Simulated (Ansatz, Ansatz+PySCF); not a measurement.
```yaml
atoms:
  - { symbol: B, position_ang: [0.0000, 0.0000, -1.5344] }
  - { symbol: B, position_ang: [0.0000, 0.0000, 1.5344] }
```

Basis set: 6-31G (spherical functions). Correlated methods keep 2 orbitals frozen. Charge 0, multiplicity 3.

Computed with Ansatz (development build ahead of 0.2.0); each method stands on the lowest determinant of its kind that the runs found.

(1) Give the atomization energy at this shape (free ground-state atoms in the same class of orbitals less the molecule, no zero-point energy) of triplet B2 by PBE0 (unrestricted), full CI (lowest root of this spin), UHF-CCSD(T), UHF-CCSD, UHF-MP2, UHF, ROHF.

Answers

(1)

```json
{"method": "PBE0 (unrestricted)", "atomization energy": "11.56 kcal/mol"}
{"method": "full CI (lowest root of this spin)", "atomization energy": "9.05 kcal/mol"}
{"method": "UHF-CCSD(T)", "atomization energy": "5.84 kcal/mol"}
{"method": "UHF-CCSD", "atomization energy": "5.08 kcal/mol"}
{"method": "UHF-MP2", "atomization energy": "3.56 kcal/mol"}
{"method": "UHF", "atomization energy": "2.35 kcal/mol"}
{"method": "ROHF", "atomization energy": "1.85 kcal/mol"}
```

Caution for UHF-CCSD(T), UHF-CCSD, UHF-MP2: bonds are stretched, where a single reference can fail. Caution for UHF-CCSD(T), UHF-CCSD: the program doubts this total. Caution for ROHF: the determinant may break the point group.

This basis has no polarisation functions and is too small for such energies, which can lie far from measured ones in either direction.
